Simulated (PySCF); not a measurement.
These are TPSSh-D3(BJ)/def2-TZVP // PBE-D3(BJ)/def2-SVP (PySCF) values and carry that method's errors. All species are isolated molecules in the gas phase. One relaxed conformer stands for a flexible species; it need not be the lowest. 

Reference species: [Ta(F)5] (neutral, multiplicity 1).

```
Quantity                                                       Result
------------------------------------------------------------  -------
charge on the central atom (Mulliken)                          1.76 e
mean distance from the central atom to its bonded neighbours  1.881 Å
coordination number                                                 5
```

After one change: the charge on the central atom (Mulliken) drops by 0.44 e; the mean distance from the central atom to its bonded neighbours increases by 0.148 Å; the coordination number is nearly the same.

Question: What was changed between the two runs? The new species is one of these.
(A) [Ta(F)4(NH2)]
(B) [Ta(NH2)5]
(C) [Ta(F)(NH2)4]
(D) [Ta(F)3(NH2)2]

Answer: B, [Ta(NH2)5]
